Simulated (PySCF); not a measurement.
## Do core-level shifts follow atomic charges?

Compound: C6H11B.
Geometry (PBE0-D3(BJ)/def2-SVP, Å), atoms numbered from 1 in this order:
```xyz
18
C6H11B angstrom
C      2.422   -1.016    1.415
C      1.872    0.122    0.961
B      0.499    0.163    0.232
C     -0.401   -1.070   -0.182
C     -1.750   -0.442   -0.561
C     -1.403    0.939   -1.128
C     -0.266    1.459   -0.240
H      3.389   -1.046    1.929
H      1.915   -1.980    1.288
H      2.433    1.052    1.124
H     -0.465   -1.918    0.517
H      0.090   -1.470   -1.095
H     -2.364   -0.318    0.349
H     -2.345   -1.052   -1.260
H     -1.035    0.825   -2.164
H     -2.276    1.609   -1.180
H      0.344    2.266   -0.677
H     -0.683    1.883    0.700
```

Binding energies: PySCF 2.14.0, delta-SCF UKS SCAN, pcX-2 on the ionised atom, pcseg-1 elsewhere, spin-free X2C. Charges: PBE0/pcSseg-1 ground-state density, for the ionised atom.

| atom | environment | C 1s (eV) | Mulliken (e) | IAO (e) | Hirshfeld (e) | ESP (e) |
| --- | --- | --- | --- | --- | --- | --- |
| C4 | sp3 carbon bound to boron | 289.66 | -0.482 | -0.405 | -0.143 | -0.227 |
| C2 | alkene CH carbon | 289.96 | -0.411 | -0.268 | -0.119 | -0.473 |
| C5 | ring CH2 carbon | 290.16 | -0.218 | -0.243 | -0.069 | -0.159 |
| C1 | terminal =CH2 carbon | 290.53 | -0.143 | -0.228 | -0.058 | -0.217 |

**Question.** How well does each charge scheme correlate with the binding energies over these sites?

**Answer.** Mulliken: r = 0.96, slope 2.2 eV per e; Hirshfeld: r = 0.95, slope 8.5 eV per e; IAO: r = 0.88, slope 3.9 eV per e; ESP: r = 0.25, slope 0.7 eV per e. On 4 points no scheme stands out.

**Question.** The point-charge model writes a binding energy as kq + V + constant, with V the potential of the other atoms' charges at the site. What does it give with the ESP charges?

**Answer.** V = Σ 14.40 eV Å × q/r over all other atoms: +3.08 eV at C4, +4.98 eV at C2, +1.28 eV at C5, +1.50 eV at C1. Fitting binding energy − V to q gives k = 12.2 eV per e and leaves an rms residual of 0.84 eV, against 0.31 eV for the fit on q alone. The model has no term for differences in relaxation between sites.

One conformer (not necessarily the lowest) at the PBE0-D3(BJ)/def2-SVP geometry, without solvent, vibrations or thermal averaging.
